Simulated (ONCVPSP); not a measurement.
# Transferability test, ONCV potential for boron

boron, optimised norm-conserving Vanderbilt (ONCV), made with ONCVPSP 4.0.1 (LDA (Perdew-Wang 92), non-relativistic). Core [He], reference 2s1.75 2p1.25. Waves: 2s: rc 1.70 bohr, ncon 3, nbas 7, qcut 3.1 1/bohr, 2 projectors, debl 2.2 Ha; 2p: rc 2.35 bohr, ncon 4, nbas 8, qcut 7.3 1/bohr, 2 projectors, debl 3 Ha; d scattering state at 0.22 Ha: rc 2.00 bohr, ncon 3, nbas 7, qcut 4.3 1/bohr, 3 projectors, debl 3.8 Ha. Local part: polynomial inside 1.60 bohr (lpopt 5, dvloc0 3 Ha). Core correction: none.

Energies are relative to the spin-unpolarised reference configuration 2s1.75 2p1.25; without spin polarisation the order of configurations can differ from experiment.

Problem. Give the all-electron excitation energy and the error of the potential for: 2s2 2p1; 2s2 2p0; 2s1 2p0; 2s2 2p0.5.

Solution.

```csv
valence configuration,charge,ΔE all-electron (eV),error AE − PS (meV)
2s2 2p1,0,-1.417,-0.3
2s2 2p0,+1,6.907,+47
2s1 2p0,+2,32.198,+138
2s2 2p0.5,+0.5,1.525,+8.7
```
